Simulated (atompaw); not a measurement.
# Logarithmic derivatives: Dy, PAW (atompaw)

* Element: Dy (Z = 66)
* Generator: atompaw 4.2.0.5
* Type: PAW
* Functional: PBE
* Relativity: scalar-relativistic
* Frozen core: [Kr] 4d10 4f9
* Valence charge: 11
* Reference configuration: 5s2 5p6 5d1 6s1.75 6p0 (charge +0.25)
* Partial waves: 5s (bound): rc 1.60 bohr; 6s (bound): rc 3.00 bohr; 5p (bound): rc 2.45 bohr; 6p (bound, empty): rc 3.00 bohr; 5d (bound): rc 3.00 bohr; 5d channel at 0.1 Ry: rc 3.00 bohr
* Local potential: troulliermartins scheme with l = 3 at 1 Ry, radius 2.00 bohr
* Core correction: smooth core density matched at 2.85 bohr
* Augmentation charge: gaussian compensation charge, radius 2.95 bohr; PAW radius 3.00 bohr; waves and projectors: custom rrkj gramschmidtortho

The phase is arctan(r·u′/u) with u = r·R(r), unwrapped; energies in Ry, scanned from -6 to 5 Ry. A pole is an energy at which the radial function vanishes at the test radius. The pseudo phase is shifted by a multiple of π to meet the all-electron one at the reference energy, and phase errors are pseudo minus all-electron; the curves can meet again beyond the range given. Levels narrower than the energy grid can be missing from the lists of poles.

For each channel, where are the poles, and over which energies does the pseudopotential scatter like the atom?

```json
{"channel": "s", "radius (bohr)": "3.00", "reference energy (Ry)": "-0.41", "poles, all-electron": "-3.96, 1.85", "poles, pseudo": "-3.96, 1.47", "unbroken range about the reference energy with phases within 0.05 rad": "below 1.6", "phase error 1 Ry above the reference energy (rad)": "-0.031"}
{"channel": "p", "radius (bohr)": "3.00", "reference energy (Ry)": "-0.17", "poles, all-electron": "-2.11, 3.12", "poles, pseudo": "-2.11, 0.34, 3.30", "unbroken range about the reference energy with phases within 0.05 rad": "below 0.1", "phase error 1 Ry above the reference energy (rad)": "-2.293"}
{"channel": "d", "radius (bohr)": "3.00", "reference energy (Ry)": "-0.27", "poles, all-electron": "0.34", "poles, pseudo": "0.34, 3.85", "unbroken range about the reference energy with phases within 0.05 rad": "below 2.0", "phase error 1 Ry above the reference energy (rad)": "-0.000"}
```

Note: ghost state, extra bound levels that the all-electron valence spectrum of the same l lacks: s at -129.1 eV. A true bound ghost makes a file unfit for plane-wave use.

Phases in the d channel:

```json
{"E (Ry)": "-6.00", "all-electron": "1.432", "pseudo": "1.432"}
{"E (Ry)": "-5.52", "all-electron": "1.425", "pseudo": "1.425"}
{"E (Ry)": "-5.04", "all-electron": "1.418", "pseudo": "1.418"}
{"E (Ry)": "-4.56", "all-electron": "1.410", "pseudo": "1.410"}
{"E (Ry)": "-4.08", "all-electron": "1.400", "pseudo": "1.400"}
{"E (Ry)": "-3.60", "all-electron": "1.387", "pseudo": "1.387"}
{"E (Ry)": "-3.12", "all-electron": "1.372", "pseudo": "1.372"}
{"E (Ry)": "-2.64", "all-electron": "1.351", "pseudo": "1.351"}
{"E (Ry)": "-2.16", "all-electron": "1.323", "pseudo": "1.322"}
{"E (Ry)": "-1.68", "all-electron": "1.277", "pseudo": "1.277"}
{"E (Ry)": "-1.20", "all-electron": "1.189", "pseudo": "1.189"}
{"E (Ry)": "-0.72", "all-electron": "0.913", "pseudo": "0.912"}
{"E (Ry)": "-0.24", "all-electron": "-0.855", "pseudo": "-0.855"}
{"E (Ry)": "0.24", "all-electron": "-1.525", "pseudo": "-1.525"}
{"E (Ry)": "0.72", "all-electron": "-1.686", "pseudo": "-1.686"}
{"E (Ry)": "1.20", "all-electron": "-1.804", "pseudo": "-1.805"}
{"E (Ry)": "1.68", "all-electron": "-1.971", "pseudo": "-1.982"}
{"E (Ry)": "2.16", "all-electron": "-2.402", "pseudo": "-2.511"}
{"E (Ry)": "2.64", "all-electron": "-3.654", "pseudo": "-3.948"}
{"E (Ry)": "3.12", "all-electron": "-4.303", "pseudo": "-4.456"}
{"E (Ry)": "3.60", "all-electron": "-4.500", "pseudo": "-4.638"}
{"E (Ry)": "4.08", "all-electron": "-4.593", "pseudo": "-4.800"}
{"E (Ry)": "4.56", "all-electron": "-4.649", "pseudo": "-5.778"}
```
